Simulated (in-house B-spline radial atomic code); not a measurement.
CAM-B3LYP excitations of I VIII (I7+)

Method: CAM-B3LYP. Computed with a B-spline radial code for spherical atoms: linear response of the closed shell [Kr] 4d10 with the functional's adiabatic kernel; scalar-relativistic (spin-free one-electron X2C), finite nucleus, no spin-orbit coupling, no double excitations, S, P, D and F terms only; shells from n = 2 respond. Only terms of natural parity with L up to 3 were computed.

Command:
```bash
python run_td.py task.json out
```
Settings (radii: box in bohr, nucleus in fm):
```
Z                        53
electrons                46
configuration            [Kr] 4d10
hamiltonian              x2c
method                   camb3lyp
box_radius               12.81
rms_radius               4.75
intervals                69
```

Cost of the run: 5.6 s on 1 thread of Arm Neoverse N1, on a shared host.

The lowest states, in the order of their Tamm-Dancoff energies; the method's threshold (minus the highest occupied level) is 144.46 eV. Labels give the largest channel, * marks a mixed state, and oscillator strengths are full-response dipole values. Semilocal kernels can invert the small singlet-triplet splittings of Rydberg terms. Energies in eV:

```
     state  full response  Tamm-Dancoff  oscillator strength
4d → 5s 3D              ?             ?                    -
4d → 5s 1D          45.65         45.67                    -
4d → 5p 3P          59.20         59.23                    -
4d → 5p 3F          59.52         59.53                    -
4d → 5p 1F              ?             ?                    -
4d → 5p 1P          61.29         61.37                0.942
4d → 4f 3P          75.00         75.05                    -
4d → 4f 3F          76.46         76.50                    -
4d → 4f 1F          79.08         79.13                    -
4d → 5d 3S          80.28         80.31                    -
```

Question: Where does 4d → 5p 1F lie?

Answer: At 60.21 eV in full response, 60.21 eV in Tamm-Dancoff.

Question: Where does 4d → 5s 3D lie?

Answer: At 44.70 eV in full response, 44.71 eV in Tamm-Dancoff.

Question: How large is the singlet-triplet splitting of 4d → 5s (D terms) in Tamm-Dancoff?

Answer: 0.952 eV, from the unrounded values.

Question: What polarisabilities and dispersion coefficient does the method give?

Answer: Dipole 1.057 bohr³, quadrupole 1.279 bohr⁵, C6 2.935 hartree·bohr⁶ for two such species.
